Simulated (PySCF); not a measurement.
Isomers of C4H11ClOSi2. Theory: PySCF, PBE0-D3(BJ)/def2-SVP geometry optimisation, gas phase. Energies are electronic, without zero-point or thermal terms, for one conformer each. No frequencies were run at this level. Point groups hold within 0.08 Å.

Problem. Rank from lowest to highest electronic energy at this level (kcal/mol).
A. `[CH3:1][Si@:2]1([CH2:3][Cl:4])[CH2:5][CH2:6][SiH2:7][O:8]1` with C1–Si2–C3–Cl4 -67°, C1–Si2–C5–C6 -93°, Si2–C5–C6–Si7 -33°, C5–C6–Si7–O8 28°, C6–Si7–O8–Si2 -10°
B. `[SiH3:1][O:2][Si:3]1([Cl:4])[CH2:5][CH2:6][CH2:7][CH2:8]1` with Si1–O2–Si3–Cl4 4°, O2–Si3–C5–C6 110°, Si3–C5–C6–C7 35°, C5–C6–C7–C8 -50°, C6–C7–C8–Si3 38°
C. `[SiH3:1][O:2][Si@@H:3]([Cl:4])[CH2:5][CH:6]1[CH2:7][CH2:8]1` with Si1–O2–Si3–Cl4 -15°, O2–Si3–C5–C6 -179°, Si3–C5–C6–C7 -155°

Solution. B (0.0), A (26.1), C (29.7).

As drawn, the highest has a three-membered ring, which the lowest lacks.

```json
{"SMILES": "[SiH3]O[Si]1(Cl)CCCC1", "E (Eh)": "-1272.46340", "E rel (kcal/mol)": "0.0", "dipole (D)": "1.52", "point group": "C1", "A, B, C (MHz)": "1791, 798.8, 674.7"}
{"SMILES": "C[Si@]1(CCl)CC[SiH2]O1", "E (Eh)": "-1272.42186", "E rel (kcal/mol)": "26.1", "dipole (D)": "0.99", "point group": "C1", "A, B, C (MHz)": "2246, 685.2, 662.0"}
{"SMILES": "[SiH3]O[Si@@H](Cl)CC1CC1", "E (Eh)": "-1272.41600", "E rel (kcal/mol)": "29.7", "dipole (D)": "1.44", "point group": "C1", "A, B, C (MHz)": "2151, 578.6, 498.5"}
```

Problem. How do the relative energies change in single points at HF/pcSseg-1 (no added dispersion term) on the same geometries?

Solution. 
```
                  SMILES  PBE0-D3(BJ)/def2-SVP (kcal/mol)  HF/pcSseg-1 (kcal/mol)  shift
   [SiH3]O[Si]1(Cl)CCCC1                              0.0                     0.0    0.0
  C[Si@]1(CCl)CC[SiH2]O1                             26.1                    29.3   +3.2
[SiH3]O[Si@@H](Cl)CC1CC1                             29.7                    26.1   -3.6
```

Each column counts from its own lowest isomer. The lowest isomer stays, but the order above it changes; the largest shift is 3.6 kcal/mol.
